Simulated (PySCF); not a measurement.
# Radial density of C- (carbon, charge -1)

r2SCANh, [He] 2s2 2p3, high-spin 4S determinant. Calculation: PySCF 2.14, in def2-TZVPPD (6s3p3d1f, 37 functions); no relativity, point nucleus.

| r (bohr) | 4πr²ρ (e/bohr) | 4πr²(ρα − ρβ) |
| --- | --- | --- |
| 0.00389 | 0.02296 | 0.0000 |
| 0.00654 | 0.06314 | 0.0000 |
| 0.0110 | 0.1689 | 0.0001 |
| 0.0185 | 0.4374 | 0.0002 |
| 0.0311 | 1.064 | 0.0005 |
| 0.0523 | 2.340 | 0.0016 |
| 0.0880 | 4.340 | 0.0056 |
| 0.148 | 6.090 | 0.0227 |
| 0.249 | 5.429 | 0.0910 |
| 0.419 | 2.571 | 0.3329 |
| 0.705 | 1.669 | 0.8803 |
| 1.19 | 2.470 | 1.3251 |
| 1.99 | 1.736 | 0.9838 |
| 3.35 | 0.5397 | 0.3854 |
| 5.64 | 0.03518 | 0.0264 |
| 9.49 | 1.836e-05 | 0.0000 |

At r2SCANh the highest occupied level has a positive energy, so only the finite basis holds that electron; in a semilocal or global hybrid functional this comes from self-interaction and does not mean that the real anion is unbound.
